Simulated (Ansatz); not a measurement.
isocyanic acid (CHNO), singlet, geometry from GFN2-xTB; B3LYP5/def2-TZVP (Ansatz, a first-principles code).

The Ansatz input:
Ansatz 0.2 input:
```yaml
crystal:
  periodic: [false, false, false]
  atoms:
    - {symbol: N, position_ang: [-1.09019945, 0.19550444, 0.26322046]}
    - {symbol: C, position_ang: [0.04813358, -0.04939770, 0.01378604]}
    - {symbol: O, position_ang: [1.14545157, -0.10550804, -0.33882666]}
    - {symbol: H, position_ang: [-1.82101787, -0.22808056, 0.78535375]}
basis:
  gaussian:
    orbitals: def2-TZVP
hamiltonian:
  xc: b3lyp5
```

It wrote (shortened):

```
Functional definition: B3LYP5
530 factors; their error is unknown
mean field evaluation 1: about -4584.0966 eV, gradient 5.9e1 eV
mean field evaluation 2: about -4578.8676 eV, gradient 7.8e1 eV
mean field evaluation 4: about -4589.8085 eV, gradient 4.9e0 eV
mean field evaluation 8: about -4589.8506 eV, gradient 1.5e-1 eV
mean field evaluation 16: about -4589.8640 eV, gradient 6.2e-5 eV
mean field -4589.86398516 eV, -168.6743903330 hartree, gradient 6.2e-5 eV, S^2 0.000000; 0 other end points of the search recorded, 0 dependent functions left out
reference -4589.86414733 eV, -168.6743962927 hartree; 11, 11 occupied and 88, 88 virtual orbitals, 530 factors
Total energy: -4589.86414733 eV, -168.6743962927 hartree
```
